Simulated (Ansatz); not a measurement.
Reaction (isomerisation): `N[SiH2][CH2][GaH2]` → `CN[SiH2][GaH2]`

Calculated with Ansatz (gas phase, PBE0-D4/def2-TZVP geometries, no zero-point term in ΔE). CCSD(T)/CBS adds triple-zeta CCSD(T) − MP2 to the extrapolated MP2 energy (def2 sets, frozen cores). Functionals use def2-TZVPP. B3LYP here is the variant with VWN-RPA as its local correlation; programs differ in this. HSE06 is defined as in plane-wave codes. For Ga outer-core shells are correlated without core-valence functions, which leaves a few kJ/mol of doubt a bond. Scalar relativity is left out up to krypton. One conformer a species, not always the lowest.

`N[SiH2][CH2][GaH2]`:

```xyz
12

N     0.813   -1.213   -1.819
Si    0.587    0.113   -0.741
C    -0.674   -0.303    0.560
Ga   -0.772    1.023    2.009
H     0.022   -1.596   -2.312
H     1.638   -1.239   -2.397
H     1.926    0.380   -0.145
H     0.149    1.385   -1.397
H    -0.419   -1.280    0.984
H    -1.656   -0.367    0.079
H     0.114    0.835    3.293
H    -1.731    2.262    1.886
```

`CN[SiH2][GaH2]`:

Cartesian coordinates in Å:
```
C -0.283 -1.483 -1.492
N -0.479 -0.358 -0.602
Si 0.705 0.156 0.540
Ga -0.106 2.117 1.681
H -0.924 -1.398 -2.374
H -0.478 -2.456 -1.022
H 0.751 -1.491 -1.845
H -1.446 -0.184 -0.379
H 1.080 -0.886 1.557
H 1.971 0.425 -0.205
H 0.842 3.045 2.527
H -1.632 2.513 1.615
```

```tsv
level	ΔE (kJ/mol)	difference from CCSD(T)/CBS
LDA (SPW92)	65.0	-16.3
PBE-D4	62.7	-18.6
revPBE-D4	61.5	-19.8
BLYP-D4	63.6	-17.7
r2SCAN-D4	75.2	-6.1
B97M-V	73.0	-8.3
PBE0-D4	67.5	-13.8
B3LYP-D4	67.5	-13.8
r2SCAN0-D4	76.4	-4.9
BHLYP-D4	71.9	-9.4
ωB97M-V	78.1	-3.2
B2PLYP	74.8	-6.5
PBE-QIDH	78.0	-3.3
PBE	61.8	-19.5
revPBE	60.6	-20.7
BLYP	61.7	-19.6
r2SCAN	75.0	-6.3
PBE0	66.7	-14.6
B3LYP	66.0	-15.3
r2SCANh	75.5	-5.8
r2SCAN0	76.2	-5.1
HSE06	66.8	-14.5
BHLYP	70.6	-10.7
CAM-B3LYP	70.6	-10.7
LC-ωPBE	74.2	-7.1
RPA@PBE/def2-TZVPP	72.9	-8.4
HF/def2-SVP	57.2	-24.1
MP2/def2-SVP	70.5	-10.8
CCSD/def2-SVP	58.1	-23.2
CCSD(T)/def2-SVP	58.2	-23.1
HF/def2-TZVPP	70.9	-10.4
MP2/def2-TZVPP	89.5	8.2
SCS-MP2/def2-TZVPP	82.7	1.4
CCSD/def2-TZVPP	77.4	-3.9
CCSD(T)/def2-TZVPP	78.5	-2.8
HF/def2-QZVPP	71.2	-10.1
MP2/def2-QZVPP	91.2	9.9
SCS-MP2/def2-QZVPP	84.5	3.2
HF/CBS(def2)	71.2	-10.1
MP2/CBS(def2)	92.2	10.9
CCSD(T)/CBS	81.3	0
```

Largest T1 diagnostic among the species: 0.012.

In def2-TZVPP, CCSD(T) changes the Hartree–Fock value by +7.6 kJ/mol (the triples alone add +1.1 kJ/mol) and MP2 by +18.5 kJ/mol. Leaving LDA and LC-ωPBE aside and taking each functional with its dispersion term where it has one, the values spread over 16.6 kJ/mol, from revPBE-D4 to ωB97M-V. LDA lies +3.1 kJ/mol from PBE without D4.

CCSD(T)/CBS has its own doubt, a few kJ/mol and more with outer-core shells, so smaller differences from it don't rank the levels.
